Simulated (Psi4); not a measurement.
## TiIF3 (SMILES [F][Ti]([F])([F])[I]): methods side by side

TiIF3: 5 atoms, total charge 0, spin state singlet. As SMILES, `[F][Ti]([F])([F])[I]`. Geometry: optimised at PBE0/def2-TZVP.

Each level gives the HOMO–LUMO gap (eV). The values are calculated.

| level | kind | program | value (eV) | CPU time |
| --- | --- | --- | --- | --- |
| PBE-D4/def2-TZVPP (density fitting, core potential) | GGA | Psi4 | 3.16 | 82 s |
| r2SCAN-D4/def2-TZVPP (density fitting, core potential) | meta-GGA | Psi4 | 3.47 | 4.1 min |
| B3LYP-D4/def2-TZVPP (density fitting, core potential) | global hybrid | Psi4 | 4.65 | 74 s |
| PBE0-D4/def2-TZVPP (density fitting, core potential) | global hybrid | Psi4 | 5.14 | 75 s |
| wB97M-V/def2-TZVPP (density fitting, core potential) | range-separated hybrid | Psi4 | 9.37 | 4 min |

The values span 3.16 to 9.37 eV. Orbital gaps aren't excitation energies; they tend to grow with the share of exact exchange. Times are those of the runs behind each value, whatever else they computed, on shared processors of several kinds: orders of magnitude only.
